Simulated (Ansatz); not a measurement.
One change: `N[SiH](F)Cl` becomes `N[SiH](F)[O][SbH2]`.

Ansatz, PBE0-D4/def2-TZVP geometries, multiplicity 1. Each molecule was computed in one conformer, which needn't be the lowest.

Elements past krypton have def2 core potentials.

```json
{"property": "HOMO–LUMO gap (ωB97M-V/def2-TZVPP) / eV", "`N[SiH](F)Cl`": "12.85"}
{"property": "zero-point energy (PBE0-D4/def2-TZVP) / kJ/mol", "`N[SiH](F)Cl`": "104.1"}
{"property": "HOMO energy (PBE/def2-TZVPP) / eV", "`N[SiH](F)Cl`": "-6.82"}
{"property": "HOMO–LUMO gap (PBE/def2-TZVPP) / eV", "`N[SiH](F)Cl`": "6.65"}
{"property": "size of the dipole moment (B3LYP/def2-TZVPP) / D", "`N[SiH](F)Cl`": "2.45"}
{"property": "size of the dipole moment (ωB97M-V/def2-TZVPP) / D", "`N[SiH](F)Cl`": "2.45"}
```

Problem. Give the same properties after the change, and the shifts. (Estimate.)

Solution. Ansatz gave: 
| property | `N[SiH](F)[O][SbH2]` | shift |
| --- | --- | --- |
| HOMO–LUMO gap (ωB97M-V/def2-TZVPP) / eV | 10.10 | -2.75 |
| zero-point energy (PBE0-D4/def2-TZVP) / kJ/mol | 148.8 | 44.7 |
| HOMO energy (PBE/def2-TZVPP) / eV | -6.31 | 0.51 |
| HOMO–LUMO gap (PBE/def2-TZVPP) / eV | 4.30 | -2.35 |
| size of the dipole moment (B3LYP/def2-TZVPP) / D | 2.53 | 0.08 |
| size of the dipole moment (ωB97M-V/def2-TZVPP) / D | 2.58 | 0.13 |

With PBE0 the HOMO rises by 0.89 eV and the LUMO falls by 1.87 eV, so the gap narrows by about 2.76 eV. PBE moves the HOMO by 0.51 eV and ωB97M-V by 1.15 eV. The zero-point energy changes by 44.7 kJ/mol with +9 modes. Dipoles are sizes alone; their direction can turn.

B3LYP here is the variant with VWN-RPA as its local correlation; programs differ in this.
